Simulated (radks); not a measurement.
Isoelectronic series with 5 electrons, each ion in its NIST ground configuration. Calculated with a radial shooting solver on a logarithmic mesh with Libxc functionals: non-relativistic Kohn-Sham, PBE, spin-polarised, spherical densities, point nucleus; open shells are filled with parallel spins first. Total energies (hartree) and orbital eigenvalues (eV):

| ion | configuration | E (hartree) | 2p up | 2s down | 2s up |
|---|---|---|---|---|---|
| B | [He] 2s2 2p1 | -24.60538 | -4.0210 | -8.7012 | -9.9026 |
| N2+ | [He] 2s2 2p1 | -52.88229 | -38.5328 | -47.7867 | -50.1279 |
| F4+ | [He] 2s2 2p1 | -92.17827 | -100.8792 | -114.6556 | -118.0536 |
| Al8+ | [He] 2s2 2p1 | -203.78586 | -307.6807 | -330.3964 | -335.8559 |
| P10+ | [He] 2s2 2p1 | -276.09271 | -451.9905 | -479.1471 | -485.6284 |
| Cl12+ | [He] 2s2 2p1 | -359.40052 | -623.5406 | -655.1271 | -662.6275 |
| K14+ | [He] 2s2 2p1 | -453.70895 | -822.3210 | -858.3297 | -866.8474 |
| Sc16+ | [He] 2s2 2p1 | -559.01782 | -1048.326 | -1088.751 | -1098.285 |
| V18+ | [He] 2s2 2p1 | -675.32699 | -1301.551 | -1346.388 | -1356.938 |
| Mn20+ | [He] 2s2 2p1 | -802.63640 | -1581.995 | -1631.241 | -1642.805 |
